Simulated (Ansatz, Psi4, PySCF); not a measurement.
Molecule: CH$_{6}$NSi, charge 0, multiplicity 2. SMILES: C[N][SiH3]
Structure (B3LYP-D3(BJ)/def2-TZVP (Ansatz, a quantum-chemistry and plane-wave program) minimum search):
```xyz
9

C     -1.5881    -0.1875     0.6057
N     -0.4980    -0.5685    -0.2285
Si     1.0262     0.2720    -0.2541
H     -2.2168    -1.0508     0.8464
H     -1.3150     0.3401     1.5300
H     -2.2318     0.4982     0.0294
H      2.1064    -0.7399    -0.2745
H      1.2300     1.1886     0.9022
H      1.0760     1.0611    -1.5106
```
Charge 0, spin multiplicity 2.

Property: atomisation energy, in kcal/mol. Set-up: non-relativistic; UHF or UKS for open shells; frozen cores in correlated levels; LANL2DZ with its own core potentials from Na on; 6-311+G** with 5d, 6d on Na to Ar in Ansatz; no spin-orbit coupling; atomisation electronic, to ground-state atoms; no dispersion term unless named; six Cartesian d functions in 6-31G* and its kin unless marked 5d. Basis-set limits of correlation are two-point, X^-3; Hartree-Fock from the larger set. Ab initio and DFT rows: single points at B3LYP-D3(BJ) geometries (Ansatz).

Coupled cluster (Ansatz) is a level with limits of its own, used here on species with T1 under 0.025 (0.045 for open shells) and stable references: CCSD(T)/CBS(aug-cc-pV(T+d)Z,aug-cc-pV(Q+d)Z).

Value to compare with, CCSD(T)/CBS(aug-cc-pV(T+d)Z,aug-cc-pV(Q+d)Z) (Ansatz): 691.5 kcal/mol.

| level | program | atomisation energy (kcal/mol) | difference |
|---|---|---|---|
| HF/STO-3G | Ansatz | 641.7 | -49.8 |
| HF/6-31G* | Ansatz | 498.6 | -192.9 |
| PBE/6-31G* | Ansatz | 694.3 | 2.8 |
| PBE/def2-SVP | Ansatz | 696.5 | 5.0 |
| BP86/def2-SVP | PySCF | 709.6 | 18.1 |
| BP86/6-31G* (5d) | PySCF | 708.5 | 17.0 |
| B3LYP/LANL2DZ | Ansatz | 659.7 | -31.8 |
| B3LYP/cc-pVDZ | Ansatz | 675.8 | -15.7 |
| M06-2X/6-311+G** | PySCF | 682.3 | -9.2 |
| wB97X-D/6-31G* | Psi4 | 688.2 | -3.3 |
| wB97X-D/6-311+G** | Psi4 | 685.2 | -6.3 |
| MP2/6-31G* | Ansatz | 608.2 | -83.3 |
| B3PW91/6-31G* (5d) | PySCF | 684.5 | -7.0 |
| B3LYP/def2-TZVPD | Ansatz | 693.7 | 2.2 |
| PBE0/def2-TZVPD | Ansatz | 689.0 | -2.5 |

Among the 13 habitual levels, HF/6-31G* lies farthest from CCSD(T)/CBS(aug-cc-pV(T+d)Z,aug-cc-pV(Q+d)Z) (Ansatz) (-192.9 kcal/mol); 4 of 13 lie above it, and their mean absolute difference is 34.0 kcal/mol, the median 15.7. One case shows no general order.

The levels are drawn from those run, B3LYP/6-31G* more often than the rest, none by its result; left out are runs that failed, that the program found above a lower state of the same kind, or whose <S^2> lies over 0.5 above the pure value.
